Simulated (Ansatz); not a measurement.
CH6BFOSi can be A, `BO[SiH](C)F`, or B, `B[SiH](F)OC`.

Isolated molecules relaxed with PBE0-D4/def2-TZVP in Ansatz; ΔE leaves out vibrations. CBS: MP2 limit from def2 TZ/QZ plus the TZ coupled-cluster correction, frozen cores. DFT in def2-TZVPP. B3LYP here is the variant with VWN-RPA as its local correlation; programs differ in this. Each species was taken in one conformer, which may not be the lowest.

A:

```xyz
11

B    -1.482    1.111   -1.358
O    -0.645    0.878   -0.325
Si    0.673   -0.097   -0.162
C     0.624   -0.905    1.491
F     1.956    0.845   -0.255
H    -2.358    1.914   -1.204
H    -1.341    0.513   -2.393
H     0.736   -1.039   -1.303
H     0.569   -0.154    2.283
H    -0.250   -1.555    1.575
H     1.518   -1.512    1.652
```

B:

```xyz
11

B     0.876   -2.166    0.300
Si    0.739   -0.264   -0.338
F     0.917   -0.221   -1.933
O    -0.758    0.209    0.104
C    -1.224    1.541    0.161
H     1.589   -2.493    1.202
H     0.207   -3.013   -0.213
H     1.725    0.727    0.174
H    -1.988    1.609    0.936
H    -1.666    1.829   -0.796
H    -0.416    2.241    0.402
```

Task: Which isomer does CCSD(T)/CBS put lower? Give the gap. (Best estimate.)

Result: Computed: A, by 276.0 kJ/mol.

Task: Give E(B) − E(A) in kJ/mol with PBE0-D4, B3LYP-D4, B3LYP, CCSD(T)/def2-TZVPP, r2SCAN-D4, HF/def2-TZVPP, MP2/def2-TZVPP. (An estimate is asked.)

Result: Ansatz gave: PBE0-D4 269.7, B3LYP-D4 271.9, B3LYP 271.1, CCSD(T)/def2-TZVPP 274.3, r2SCAN-D4 278.8, HF/def2-TZVPP 270.6, MP2/def2-TZVPP 285.7. None reverses the order clearly.

Largest T1 diagnostic: 0.012.

From PBE to PBE0 (25 % exact exchange), in def2-TZVPP and without D4, E(B) − E(A) moves by +4.6 kJ/mol. In def2-TZVPP, CCSD(T) changes the Hartree–Fock value by +3.7 kJ/mol (the triples alone add +1.0 kJ/mol) and MP2 by +15.0 kJ/mol.
